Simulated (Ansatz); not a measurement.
Reaction (SMILES): Cl[Si]Cl (closed-shell singlet) → 2 Cl atom + Si atom
B3LYP-D3(BJ)/def2-TZVP geometries, fixed; electronic energies without zero-point terms.
Largest species:
```xyz
3

Si    -0.0165     0.0173     0.9364
Cl     1.0611     1.2272    -0.3899
Cl    -1.0475    -1.2415    -0.3813
```
Charge 0, spin multiplicity 1.

The atomisation energy at CCSD(T) with Ansatz (a quantum-chemistry and plane-wave program), in kcal/mol, split into its Hartree-Fock and correlation parts. Cores are frozen. A restricted Hartree-Fock determinant is unstable towards unrestricted orbitals. Open shells are unrestricted. No added dispersion term, no relativity. Functions are those of the species that has most.

```json
[
 {"basis": "aug-cc-pV(D+d)Z", "X": "2", "functions": "96", "Hartree-Fock": "140.92", "CCSD(T)": "186.13"},
 {"basis": "aug-cc-pV(T+d)Z", "X": "3", "functions": "165", "Hartree-Fock": "144.82", "CCSD(T)": "198.98"},
 {"basis": "aug-cc-pV(Q+d)Z", "X": "4", "functions": "267", "Hartree-Fock": "145.19", "CCSD(T)": "204.86"}
]
```

Worked estimate of the basis-set limit from each neighbouring pair, with Hartree-Fock from the larger set and the correlation part extrapolated as X^-3.
Correlation parts: X = 2: 45.21, X = 3: 54.16, X = 4: 59.67.
- (2,3): (27·(54.16) - 8·(45.21))/19 = 57.93; with Hartree-Fock 144.82 the estimate is 202.75 kcal/mol.
- (3,4): (64·(59.67) - 27·(54.16))/37 = 63.69; with Hartree-Fock 145.19 the estimate is 208.88 kcal/mol.
The last two estimates differ by 6.13 kcal/mol; the largest set lies 4.02 from the last. Over the last step Hartree-Fock moves by 0.37 and the correlation part by 5.51.
